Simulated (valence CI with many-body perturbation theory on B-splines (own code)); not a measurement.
## E1 line list for Se III

Calculated by configuration interaction combined with many-body perturbation theory (CI+MBPT): four valence electrons over a frozen Dirac-Fock core [Ar] 3d10, radial functions for each j: 11 s, 11 p, 9 d, 7 f, 5 g, 2 h, 1 i, with the one-electron correlation potential Σ1, the two-electron term Σ2, the three-electron term Σ3, Breit, model QED; selected CI, second order for the rest, scaled by the run's own slope (own B-spline code, finite nucleus).

Set against measurement, 29 paired levels are off by 223 cm⁻¹ on average, the worst by 778. These come from a selection out of Moore, Atomic Energy Levels, vol. II, NSRDS-NBS 35 (1971 reprint of NBS Circular 467, 1952), an old analysis. Levels without a partner in it may be off by more. Among the levels kept, up to 460 cm⁻¹ of a level comes from second order outside the variational space, and about a tenth of that is noise between levels of different J, which matters for small intervals.

Lines 101 to 150 of 280 in falling wavelength, among levels below 202452 cm⁻¹, chosen from the strongest by gf and those to the six lowest levels. Wavelengths and rates use the calculated energies, so an error of 200 cm⁻¹ moves a line at 2051 Å by 0.41 % and its rate by three times that or more. Electric multipoles are in the length gauge, E1 and E2 with the static RPA response of the core. Weak lines are less certain than strong ones. Lines between different terms over intervals too small for the method are left out, as are lines whose strength nearly cancels. Where a level lies close to another of its J and parity, the split of strength between their lines is uncertain. The highest levels of a list are the least certain.

Names give the largest LS component (configuration and term), which can be under half, so a name can repeat, a term be missing and a line seem to break the LS rules; names also repeat where a configuration has a term twice. Letters in brackets count levels of one name in rising energy.

| λ vac (Å) | Upper | Lower | A (s⁻¹) | S (a.u.) |
| --- | --- | --- | --- | --- |
| 2501 | 4s2 4p 5d 3D°_1 | 4s2 4p 5p 1P_1 | 1.82e+08 | 4.21e+00 |
| 2406 | 4s2 4p 5d 1P°_1 | 4s2 4p 5p 3P_1 | 6.82e+07 | 1.40e+00 |
| 2397 | 4s2 4p 4f 3F_4 [a] | 4s2 4p 4d 1F°_3 | 4.67e+07 | 2.86e+00 |
| 2382 | 4s2 4p 4f 1F_3 | 4s 4p3 1D°_2 | 9.39e+07 | 4.38e+00 |
| 2208 | 4s2 4p 4f 3F_4 [b] | 4s2 4p 4d 1F°_3 | 5.24e+07 | 2.50e+00 |
| 2184 | 4s2 4p 4f 3G_3 | 4s 4p3 1D°_2 | 9.51e+07 | 3.42e+00 |
| 2116 | 4s2 4p 4f 1G_4 | 4s2 4p 4d 1F°_3 | 7.13e+08 | 3.00e+01 |
| 2115 | 4s2 4p 4f 3D_3 | 4s 4p3 1D°_2 | 6.65e+07 | 2.17e+00 |
| 2104 | 4s2 4p 4f 3F_3 | 4s2 4p 4d 3D°_2 | 6.11e+07 | 1.97e+00 |
| 2066 | 4s2 4p 4f 3F_4 [a] | 4s2 4p 4d 3D°_3 | 3.01e+08 | 1.18e+01 |
| 2051 | 4s2 4p 5p 1D_2 | 4s2 4p 4d 1D°_2 | 5.65e+07 | 1.20e+00 |
| 2012 | 4s2 4p 4f 3F_2 | 4s2 4p 4d 3D°_1 [b] | 1.64e+08 | 3.29e+00 |
| 1968 | 4s2 4p 4f 3F_3 | 4s2 4p 4d 3P°_2 | 4.36e+08 | 1.15e+01 |
| 1960 | 4s2 4p 4f 3G_3 | 4s2 4p 4d 3D°_2 | 1.11e+08 | 2.89e+00 |
| 1955 | 4s2 4p 4f 3F_2 | 4s2 4p 4d 3D°_1 [a] | 3.72e+08 | 6.86e+00 |
| 1924 | 4s2 4p 4f 3F_4 [b] | 4s2 4p 4d 3D°_3 | 3.54e+08 | 1.12e+01 |
| 1904 | 4s2 4p 4f 3D_3 | 4s2 4p 4d 3D°_2 | 3.40e+08 | 8.11e+00 |
| 1895 | 4s2 4p 4f 3D_2 | 4s2 4p 4d 3P°_1 | 2.49e+08 | 4.18e+00 |
| 1894 | 4s2 4p 4f 3D_2 | 4s2 4p 4d 3D°_2 | 2.26e+08 | 3.78e+00 |
| 1880 | 4s2 4p 4f 3D_3 | 4s2 4p 4d 3D°_3 | 1.51e+08 | 3.46e+00 |
| 1872 | 4s2 4p 4f 3D_1 | 4s2 4p 4d 3P°_1 | 1.16e+08 | 1.13e+00 |
| 1857 | 4s 4p2 4d 5F_2 [a] | 4s2 4p 4d 3P°_1 | 6.76e+07 | 1.07e+00 |
| 1856 | 4s2 4p 4f 3D_1 | 4s2 4p 4d 3P°_0 | 1.45e+08 | 1.37e+00 |
| 1841 | 4s2 4p 4f 3G_3 | 4s2 4p 4d 3P°_2 | 8.16e+07 | 1.76e+00 |
| 1839 | 4s2 4p 6p 3D_1 | 4s2 4p 4d 3P°_1 | 1.15e+08 | 1.06e+00 |
| 1823 | 4s2 4p 6p 3D_1 | 4s2 4p 4d 3P°_0 | 1.27e+08 | 1.14e+00 |
| 1791 | 4s2 4p 4f 3D_3 | 4s2 4p 4d 3P°_2 | 1.77e+08 | 3.52e+00 |
| 1790 | 4s 4p2 4d 5F_2 [a] | 4s2 4p 4d 3D°_1 [b] | 7.27e+07 | 1.03e+00 |
| 1786 | 4s 4p2 4d 5F_2 [b] | 4s2 4p 4d 3D°_1 [b] | 7.81e+07 | 1.10e+00 |
| 1778 | 4s2 4p 4f 3D_2 | 4s2 4p 4d 3D°_1 [a] | 7.77e+07 | 1.08e+00 |
| 1554 | 4s 4p3 5S°_2 | 4s2 4p2 3P_2 | 5.91e+05 | 5.47e-03 |
| 1531 | 4s2 4p 4f 3F_4 [a] | 4s2 4p 4d 3F°_3 | 6.86e+08 | 1.09e+01 |
| 1514 | 4s2 4p 4f 1F_3 | 4s2 4p 4d 3F°_2 | 4.56e+08 | 5.46e+00 |
| 1507 | 4s2 4p 4f 3F_3 | 4s2 4p 4d 3F°_2 | 3.60e+08 | 4.25e+00 |
| 1503 | 4s 4p3 5S°_2 | 4s2 4p2 3P_1 | 2.79e+05 | 2.34e-03 |
| 1497 | 4s2 4p 4f 3F_4 [b] | 4s2 4p 4d 3F°_4 | 2.20e+08 | 3.27e+00 |
| 1480 | 4s2 4p 4f 3G_5 | 4s2 4p 4d 3F°_4 | 1.44e+09 | 2.53e+01 |
| 1457 | 4s2 4p 4f 3G_3 | 4s2 4p 4d 3F°_3 | 1.50e+08 | 1.61e+00 |
| 1451 | 4s2 4p 4f 3F_4 [b] | 4s2 4p 4d 3F°_3 | 4.90e+08 | 6.65e+00 |
| 1431 | 4s2 4p 4f 3G_3 | 4s2 4p 4d 3F°_2 | 5.38e+08 | 5.44e+00 |
| 1411 | 4s2 4p 4f 1G_4 | 4s2 4p 4d 3F°_3 | 1.94e+08 | 2.43e+00 |
| 1290 | 4s2 4p 4f 1F_3 | 4s2 4p 4d 1D°_2 | 6.44e+08 | 4.77e+00 |
| 1279 | 4s 4p3 3P°_1 | 4s2 4p2 1S_0 | 1.13e+06 | 3.50e-03 |
| 1261 | 4s 4p3 3D°_1 | 4s2 4p2 1D_2 | 2.46e+06 | 7.29e-03 |
| 1250 | 4s 4p3 3D°_3 | 4s2 4p2 1D_2 | 3.59e+06 | 2.42e-02 |
| 1229 | 4s2 4p 4f 3G_3 | 4s2 4p 4d 1D°_2 | 2.72e+08 | 1.74e+00 |
| 1207 | 4s2 4p 4f 3D_3 | 4s2 4p 4d 1D°_2 | 1.79e+08 | 1.09e+00 |
| 1197 | 4s2 4p 4f 1F_3 | 4s 4p3 3P°_2 | 1.23e+08 | 7.29e-01 |
| 1131 | 4s 4p3 3D°_1 | 4s2 4p2 3P_2 | 9.36e+05 | 2.00e-03 |
| 1130 | 4s 4p3 3D°_2 | 4s2 4p2 3P_2 | 6.39e+06 | 2.27e-02 |
